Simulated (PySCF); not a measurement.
Predicted microwave data (PBE0/pcSseg-1 in PySCF (dipole) on a GFN2-xTB geometry, gas phase) for one isomer of C7H14N2O:

* Rotational constants: A = 3299, B = 581.7, C = 526.2 MHz
* Dipole components: |μa| = 0.45 D, |μb| = 3.18 D, |μc| = 1.52 D
* Inertial defect: -61.63 u·Å²
* κ: -0.96

Question: Which structure is it? (One computed conformer of each.)
A. `[CH3:1][CH2:2][N:3]1[CH2:4][C@H:5]([O:6][CH3:7])[C:8]([CH3:9])=[N:10]1` with C1–C2–N3–C4 69°, C4–C5–O6–C7 78°
B. `[CH3:1][CH2:2][C:3](=[O:4])[N:5]([CH3:6])[CH2:7]/[CH:8]=[N:9]\[CH3:10]` with C1–C2–C3–O4 0°, C2–C3–N5–C6 1°, C3–N5–C7–C8 118°, N5–C7–C8–N9 166°

Answer: B. It is CCC(=O)N(C)C/C=N\C, a near-prolate asymmetric top, point group C1. The candidates at the same level (rigid rotor, commonest isotopes):

| SMILES | A (MHz) | B (MHz) | C (MHz) | μa (D) | μb (D) | μc (D) | Δ (u·Å²) | point group | rotor |
| --- | --- | --- | --- | --- | --- | --- | --- | --- | --- |
| CCN1C[C@H](OC)C(C)=N1 | 1873 | 972.0 | 752.2 | 1.12 | 2.18 | 0.80 | -117.83 | C1 | asymmetric top |
| CCC(=O)N(C)C/C=N\C | 3299 | 581.7 | 526.2 | 0.45 | 3.18 | 1.52 | -61.63 | C1 | near-prolate asymmetric top |

`CCN1C[C@H](OC)C(C)=N1` has B 67 % too high. No structure here is proved a minimum.
